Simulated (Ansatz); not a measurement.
Input file for Ansatz (an electronic-structure program): U-PBE0/def2-TZVPP on HfS, 2S+1 = 5, a spin state set in the input, which need not be the lowest. Elements past Kr take the def2 small-core potentials; no spin–orbit coupling.

Ansatz 0.2 input:
```yaml
crystal:
  periodic: [false, false, false]
  atoms:
    - {symbol: Hf, position_ang: [0.00000000, 0.00000000, 0.00000000]}
    - {symbol: S, position_ang: [0.00000000, 0.00000000, 2.66000000]}
basis:
  gaussian:
    orbitals: def2-TZVPP
hamiltonian:
  xc: {name: PBE0}
magnetization: {spin_polarized: true, initial_magnetization: 4}
relax: {f_tol: 0.002, max_steps: 120}
```

The log:

```
WARN ansatz: RAYON_NUM_THREADS=2 ignored (pool sized by the plan → 2); use --threads N
Functional definition: PBE0
integrals: 0.03 GiB planned
719 factors; their error is unknown
mean field: 0.35 GiB planned
mean field evaluation 1: about -12133.0052 eV, gradient 1.1e1 eV
mean field evaluation 2: about -12133.1440 eV, gradient 1.1e1 eV
mean field evaluation 4: about -12133.8003 eV, gradient 1.2e0 eV
mean field evaluation 8: about -12133.8139 eV, gradient 6.1e-2 eV
mean field evaluation 16: about -12133.8321 eV, gradient 7.8e-3 eV
mean field evaluation 32: about -12134.0256 eV, gradient 2.9e-3 eV
mean field evaluation 64: about -12133.8762 eV, gradient 4.3e-1 eV
mean field -12134.02558085 eV, -445.9172153584 hartree, gradient 2.3e-10 eV, S^2 6.006141; 8 other end points of the search recorded, 0 dependent functions left out
the calculation of the forces begins
reference -12134.02560874 eV, -445.9172163834 hartree; 16, 12 occupied and 82, 86 virtual orbitals, 719 factors
relax step   1: F+E_penalty+E_count = -12134.02558085 eV  Δ(F+E_penalty+E_count) = +0.000e0 eV  max|allowed force component| = 1.432e0 eV/Å  Δτ_max = 0.0000 Å  (419 SCF iters, accepted)
these checks for a lower state are left out or cut short: starts, cluster_reference, orbital_swaps, neighbouring_geometries, increment
integrals: 0.03 GiB planned
719 factors; their error is unknown
mean field: 0.35 GiB planned
mean field evaluation 96: about -12134.1722 eV, gradient 8.4e-2 eV
mean field -12134.18763728 eV, -445.9231708221 hartree, gradient 3.9e-9 eV, S^2 6.006336; 0 other end points of the search recorded, 0 dependent functions left out
the calculation of the forces begins
reference -12134.18766546 eV, -445.9231718579 hartree; 16, 12 occupied and 82, 86 virtual orbitals, 719 factors
relax step   2: F+E_penalty+E_count = -12134.18763728 eV  Δ(F+E_penalty+E_count) = -1.621e-1 eV  max|allowed force component| = 1.048e-1 eV/Å  Δτ_max = 0.1048 Å  (149 SCF iters, accepted)
these checks for a lower state are left out or cut short: starts, cluster_reference, orbital_swaps, neighbouring_geometries, increment
integrals: 0.03 GiB planned
719 factors; their error is unknown
mean field: 0.35 GiB planned
mean field -12134.18807180 eV, -445.9231867907 hartree, gradient 3.3e-9 eV, S^2 6.006319; 0 other end points of the search recorded, 0 dependent functions left out
the calculation of the forces begins
reference -12134.18809997 eV, -445.9231878256 hartree; 16, 12 occupied and 82, 86 virtual orbitals, 719 factors
relax step   3: F+E_penalty+E_count = -12134.18807180 eV  Δ(F+E_penalty+E_count) = -4.345e-4 eV  max|allowed force component| = 4.022e-2 eV/Å  Δτ_max = 0.0069 Å  (153 SCF iters, accepted)
these checks for a lower state are left out or cut short: starts, cluster_reference, orbital_swaps, neighbouring_geometries, increment
integrals: 0.03 GiB planned
719 factors; their error is unknown
mean field: 0.35 GiB planned
mean field evaluation 128: about -12134.1729 eV, gradient 2.0e0 eV
mean field -12134.18814996 eV, -445.9231896630 hartree, gradient 3.8e-9 eV, S^2 6.006324; 0 other end points of the search recorded, 0 dependent functions left out
the calculation of the forces begins
reference -12134.18817813 eV, -445.9231906982 hartree; 16, 12 occupied and 82, 86 virtual orbitals, 719 factors
relax step   4: F+E_penalty+E_count = -12134.18814996 eV  Δ(F+E_penalty+E_count) = -7.816e-5 eV  max|allowed force component| = 2.675e-4 eV/Å  Δτ_max = 0.0020 Å  (165 SCF iters, accepted)
integrals: 0.03 GiB planned
719 factors; their error is unknown
mean field: 0.35 GiB planned
mean field evaluation 160: about -12134.0468 eV, gradient 4.0e-2 eV
mean field evaluation 192: about -12134.1876 eV, gradient 2.4e-2 eV
mean field -12134.18814996 eV, -445.9231896630 hartree, gradient 3.8e-9 eV, S^2 6.006324; 8 other end points of the search recorded, 0 dependent functions left out
the calculation of the forces begins
reference -12134.18817813 eV, -445.9231906982 hartree; 16, 12 occupied and 82, 86 virtual orbitals, 719 factors
Total energy: -12134.18817813 eV, -445.9231906982 hartree
Atom 0 at    -0.000000    -0.000000     0.099873 Å, force     0.000000     0.000000    -0.000267 eV/Å
Atom 1 at     0.000000     0.000000     2.560127 Å, force    -0.000000    -0.000000     0.000267 eV/Å
Dipole moment:     0.004862    -0.000122    -0.631651 e Å
```

The run converged.

Cost: roughly 50 core-seconds.
